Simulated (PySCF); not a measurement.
## [Bi(NH2)4]− relaxed at several levels

Computed with PySCF 2.14.0, def2-SVP on the ligands, density fitting, scalar-relativistic core potentials, no spin-orbit coupling, vacuum. Each row is relaxed at its own level from the same template. Distances are means of the shortest metal–ligand contacts, charges and spins Mulliken's; removal energies are rigid, with the ligand's formal charge and no counterpoise, so too large; for an anion taken off a cation in vacuum most of it is the attraction of opposite charges, and multiply charged cations can part far more cheaply with an electron moved from ligand to metal.

```
level   basis on the metal  point group  M–NH2 (Å)  charge on M (e)  HOMO–LUMO gap (eV)  removal of one NH2 (eV)  strongest infrared band, degenerate modes summed (cm⁻¹)  unstable modes (below −25 cm⁻¹)
 PBE0  def2-SVP with ECP60          C2v      2.294             0.61                5.64                     3.63                                                      398                                0
```

**Question.** What does the calculation give for BP86, def2-SVP with ECP60?

**Answer.** point group: C2v, M–NH2 (Å): 2.340, charge on M (e): 0.43, HOMO–LUMO gap (eV): 3.67, removal of one NH2 (eV): 3.62, strongest infrared band, degenerate modes summed (cm⁻¹): 370, unstable modes (below −25 cm⁻¹): 0.
```xyz
13

Bi    0.8296    0.0000    0.0000
N     0.0823    1.6336    1.6336
H     0.5892    1.3612    2.5019
H     0.5892    2.5019    1.3612
N    -0.4487   -1.3102    1.3102
H    -1.0474   -0.5783    1.7378
H    -1.0474   -1.7378    0.5783
N     0.0823   -1.6336   -1.6336
H     0.5892   -2.5019   -1.3612
H     0.5892   -1.3612   -2.5019
N    -0.4487    1.3102   -1.3102
H    -1.0474    1.7378   -0.5783
H    -1.0474    0.5783   -1.7378
```

Moved off a saddle point of the template and relaxed again: BP86, PBE0. One start shape was tried for each, so a minimum needn't be the lowest isomer.
